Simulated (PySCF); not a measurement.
## Level sweep

Compound: gallium monofluoride, GaF (singlet state).
SMILES with atom numbers: `[F:1][Ga:2]`

PySCF, dipoles from the SCF density, polarisabilities from static response with core orbitals frozen. Isolated species at its PBE0-D3(BJ)/def2-SVP geometry, gas phase. Relativistic effects, spin–orbit coupling among them, are left out although an element past zinc is present.

Q: Compare the levels for these properties.

A: 

| level | μ (D) | error (%) | α (Å³) | anisotropy (Å³) |
| --- | --- | --- | --- | --- |
| LDA/def2-SVPD | 2.266 | -7.5 | 4.78 | 0.66 |
| PBE/def2-SVPD | 2.206 | -10.0 | 4.93 | 0.61 |
| B3LYP/def2-SVPD | 2.383 | -2.7 | 4.80 | 0.42 |
| PBE0/def2-SVPD | 2.303 | -6.0 | 4.89 | 0.27 |
| BHandHLYP/def2-SVPD | 2.455 | +0.2 | 4.81 | 0.08 |
| CAM-B3LYP/def2-SVPD | 2.398 | -2.1 | 4.77 | 0.32 |
| wB97X-D/def2-SVPD | 2.346 | -4.2 | 4.80 | 0.30 |
| LC-wPBE/def2-SVPD | 2.227 | -9.1 | 4.85 | 0.16 |
| HF/def2-SVPD | 2.305 | -5.9 | 5.13 | 0.50 |
| PBE0/6-31G* | 1.776 | -27.5 | 4.40 | 0.07 |
| PBE0/def2-SVP | 1.882 | -23.2 | 4.39 | 0.01 |
| PBE0/aug-cc-pVDZ | 2.291 | -6.5 | 4.88 | 0.40 |
| PBE0/def2-TZVP | 2.166 | -11.6 | 4.68 | 0.21 |
| PBE0/def2-TZVPD | 2.255 | -8.0 | 4.99 | 0.33 |
| PBE0/aug-cc-pVTZ | 2.249 | -8.2 | 4.98 | 0.31 |

Reference dipole: 2.450 D (measured, gas; NIST CCCBDB Release 22 (SRD 101), experimental dipoles). Reference dipole: 2.400 D (measured, gas; Liu, Meijer, Perez-Rios, Phys. Chem. Chem. Phys. 22 (2020) 24191). Errors are taken against the first value of each kind. The anisotropy is √(½[(α1 − α2)² + (α2 − α3)² + (α3 − α1)²]). For the dipole, the smallest error is 0.2% (BHandHLYP/def2-SVPD) and the largest 27.5% (PBE0/6-31G*). The dipole runs from 1.78 D (PBE0/6-31G*) to 2.45 D (BHandHLYP/def2-SVPD). No reference polarisability is at hand; against PBE0 in the largest diffuse basis at hand (aug-cc-pVTZ) the other PBE0 rows deviate by 6-31G* -12%, def2-SVP -12%, aug-cc-pVDZ -2%, def2-SVPD -2%, def2-TZVP -6%, def2-TZVPD 0%. In one basis (def2-SVPD) the functionals order the polarisability from CAM-B3LYP (lowest) to HF (highest), a spread of 7%. With PBE0 the polarisability is 4.49 Å³ without diffuse functions (mean of 6-31G*, def2-SVP and def2-TZVP) and 4.93 Å³ with them (mean of aug-cc-pVDZ, def2-SVPD, def2-TZVPD and aug-cc-pVTZ). Measured values can belong to vibrating molecules; the computed ones are for one fixed geometry.
